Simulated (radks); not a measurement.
The numbers below are computed, except where a source is named.
Species: Fe3+. Configuration: [Ar] 3d(up 3, down 2) (spins set by hand, not the high-spin state).

Code: a radial shooting solver on a logarithmic mesh with Libxc functionals. Model: scalar-relativistic Kohn-Sham, r2SCAN, spin-polarised, spherical densities, finite nucleus; meta-GGA in the generalised Kohn-Sham scheme; Fermi nuclear charge, rms radius 3.7377 fm.

Energy parts (hartree):
total: -1270.48458
kinetic: 1285.79862
electron-nucleus: -3006.50472
Hartree: 504.99094
exchange-correlation: -54.76942

Orbitals (lengths in bohr, moments of r in powers of bohr; r(90%) holds 90 % of the orbital's charge):
orbital	occ.	eigenvalue (hartree)	<r^4>	<r^2>	<1/r>	r(90%)
1s down	1	-259.5026	0.00005450	0.004599	25.97	0.104
1s up	1	-259.5024	0.00005450	0.004599	25.97	0.104
2s up	1	-31.87909	0.01230	0.08384	5.575	0.413
2s down	1	-31.85364	0.01227	0.08374	5.578	0.413
2p up	3	-27.31373	0.009459	0.06813	5.454	0.385
2p down	3	-27.29435	0.009426	0.06802	5.457	0.385
3s up	1	-4.96591	0.8840	0.7432	1.758	1.20
3s down	1	-4.90991	0.8903	0.7455	1.755	1.20
3p up	3	-3.65825	1.194	0.8358	1.623	1.29
3p down	3	-3.60260	1.208	0.8398	1.619	1.30
3d up	3	-1.60926	3.224	1.207	1.316	1.64
3d down	2	-1.55517	3.414	1.235	1.307	1.66

The highest occupied level is 3d down at -42.318 eV. Spin moment in Bohr magnetons: 1. The electron density at the nucleus is 1.519e+04 e/bohr^3 (large components only). Summed over all electrons, <r^2> = 13.19 bohr^2, which gives a Langevin (diamagnetic) susceptibility term of -10.4 x 10^-6 cm^3/mol. The spin density at the nucleus is -0.2325 e/bohr^3 (1s 0.0063, 2s -0.7268, 3s 0.4881). The density falls to 0.001 e/bohr^3 at r = 2.73 bohr.
